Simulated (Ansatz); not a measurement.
Reaction (ligand exchange at a B–S bond): `BSC(F)[SiH3]` + `[SiH3]N[SiH2]Cl` → `BN([SiH3])[SiH2]Cl` + `FC([SiH3])S`

Isolated molecules relaxed with PBE0-D4/def2-TZVP in Ansatz; ΔE leaves out vibrations. CCSD(T)/CBS is the MP2 limit (def2-TZVPP, def2-QZVPP) plus CCSD(T) − MP2 in def2-TZVPP, frozen cores. Functionals use def2-TZVPP. B3LYP here is the variant with VWN-RPA as its local correlation; programs differ in this. HSE06 is defined as in plane-wave codes. One conformer a species, not always the lowest.

| level | ΔE (kcal/mol) | difference from CCSD(T)/CBS |
| --- | --- | --- |
| LDA (SPW92) | -5.7 | 0.5 |
| revPBE-D4 | -4.8 | 1.4 |
| BLYP-D4 | -5.9 | 0.3 |
| r2SCAN-D4 | -4.9 | 1.3 |
| B97M-V | -4.8 | 1.4 |
| PBE0-D4 | -5.2 | 1.0 |
| B3LYP-D4 | -6.2 | 0.0 |
| HSE06-D4 | -5.2 | 1.0 |
| BHLYP-D4 | -7.0 | -0.8 |
| CAM-B3LYP-D4 | -6.7 | -0.5 |
| ωB97M-V | -6.6 | -0.4 |
| B2PLYP | -5.6 | 0.6 |
| PBE-QIDH | -5.7 | 0.5 |
| PBE | -3.9 | 2.3 |
| revPBE | -3.0 | 3.2 |
| BLYP | -4.3 | 1.9 |
| r2SCAN | -4.7 | 1.5 |
| PBE0 | -4.6 | 1.6 |
| B3LYP | -5.0 | 1.2 |
| r2SCANh | -4.9 | 1.3 |
| r2SCAN0 | -5.2 | 1.0 |
| HSE06 | -4.5 | 1.7 |
| BHLYP | -5.9 | 0.3 |
| CAM-B3LYP | -6.0 | 0.2 |
| LC-ωPBE | -5.5 | 0.7 |
| RPA@PBE/def2-TZVPP | -6.9 | -0.7 |
| HF/def2-SVP | -7.6 | -1.4 |
| CCSD/def2-SVP | -8.3 | -2.1 |
| CCSD(T)/def2-SVP | -8.2 | -2.0 |
| HF/def2-TZVPP | -6.4 | -0.2 |
| MP2/def2-TZVPP | -6.5 | -0.3 |
| SCS-MP2/def2-TZVPP | -6.8 | -0.6 |
| CCSD/def2-TZVPP | -6.7 | -0.5 |
| CCSD(T)/def2-TZVPP | -6.6 | -0.4 |
| HF/def2-QZVPP | -6.6 | -0.4 |
| MP2/def2-QZVPP | -6.4 | -0.2 |
| SCS-MP2/def2-QZVPP | -6.6 | -0.4 |
| HF/CBS(def2) | -6.6 | -0.4 |
| MP2/CBS(def2) | -6.2 | 0.0 |
| CCSD/CBS(def2) | -6.4 | -0.2 |
| CCSD(T)/CBS | -6.2 | 0 |

Largest T1 diagnostic among the species: 0.014.

From BLYP to BHLYP (50 % exact exchange), in def2-TZVPP and without D4, ΔE moves by −1.6 kcal/mol. The D4 term adds −1.2 kcal/mol with B3LYP and −0.6 kcal/mol with PBE0; it sums over pairs of atoms, weighted by their polarisabilities, and B3LYP, whose exchange is more repulsive, gets the larger term.
